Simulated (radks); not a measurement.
Values are calculated unless marked as measured or tabulated.
Charge is removed step by step from the 5d up level of Hf+, starting from [Xe] 4f14 5d(up 1, down 0) 6s2. Level of theory: scalar-relativistic Kohn-Sham, LDA (Slater exchange, Perdew-Wang correlation), spin-polarised, spherical densities, finite nucleus; Fermi nuclear charge, rms radius 5.347 fm (a radial shooting solver on a logarithmic mesh with Libxc functionals).

| removed (e) | E - E(0) (eV) | eigenvalue (eV) | E minus straight line (eV) |
|---|---|---|---|
| 0 | 0.000 | -11.212 | 0.000 |
| 0.1 | 1.166 | -12.110 | -0.425 |
| 0.2 | 2.422 | -13.024 | -0.759 |
| 0.3 | 3.771 | -13.952 | -1.001 |
| 0.4 | 5.213 | -14.895 | -1.150 |
| 0.5 | 6.750 | -15.852 | -1.203 |
| 0.6 | 8.383 | -16.823 | -1.160 |
| 0.7 | 10.114 | -17.806 | -1.020 |
| 0.8 | 11.944 | -18.802 | -0.781 |
| 0.9 | 13.875 | -19.810 | -0.441 |
| 1 | 15.906 | -20.831 | 0.000 |

Removing the whole electron costs 15.906 eV by Delta-SCF, against 11.212 eV from minus the eigenvalue at the starting occupation. Slater's transition state (half an electron removed) gives 15.852 eV. Integrating minus the eigenvalue over the occupation (Janak's theorem) gives 15.908 eV. In this scalar-relativistic scheme the density is built from large components alone, so the theorem holds only approximately. The mean slope of the eigenvalue, de/dn, is 9.62 eV per electron.
